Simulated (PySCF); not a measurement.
Spinor energies of As³⁺ (arsenic, charge +3)

Start: [Ar] 3d10 4s2. Calculated with PySCF 2.14 in x2c-TZVPall-2c (6s7p4d1f, 54 functions): generalised Hartree-Fock with the X2C-1e Hamiltonian and a Gaussian nucleus; one run each with spin-orbit coupling (SO) switched off, then screened by Boettger's factors. This is a chosen level, not necessarily the ground level.

```
spinor shell  electrons  ε, spin-free (eV)  ε, screened SO (eV)  weight of nominal j (screened SO)  rms radius, screened SO (bohr)
       1s1/2          2           -11980.2             -11979.9                              1.000                          0.0524
       2s1/2          2            -1607.3              -1607.2                              1.000                           0.219
       2p1/2          2            -1408.7              -1433.7                              1.000                           0.194
       2p3/2          4            -1408.7              -1396.6                              1.000                           0.197
       3s1/2          2            -259.89              -259.88                              1.000                           0.638
       3p1/2          2            -195.99              -199.64                              1.000                           0.660
       3p3/2          4            -195.99              -194.24                              1.000                           0.670
       3d3/2          4            -90.862              -91.324                              1.000                           0.740
       3d5/2          6            -90.862              -90.551                              1.000                           0.744
       4s1/2          2            -48.064              -48.064                              1.000                            1.90
```

| quantity | spin-free | screened SO |
| --- | --- | --- |
| E (hartree) | -2256.94863 | -2257.04316 |
| M_J | 0 | 0 |
| ⟨J²⟩ | 0.000 | 0.000 |
| ⟨L²⟩ | 0.000 | 0.002 |
| ⟨S²⟩ | 0.000 | 0.002 |

Without spin-orbit coupling the j labels of p, d and f shells carry no meaning; the spin-free column gives the mean over the occupied spinors of each nl shell.
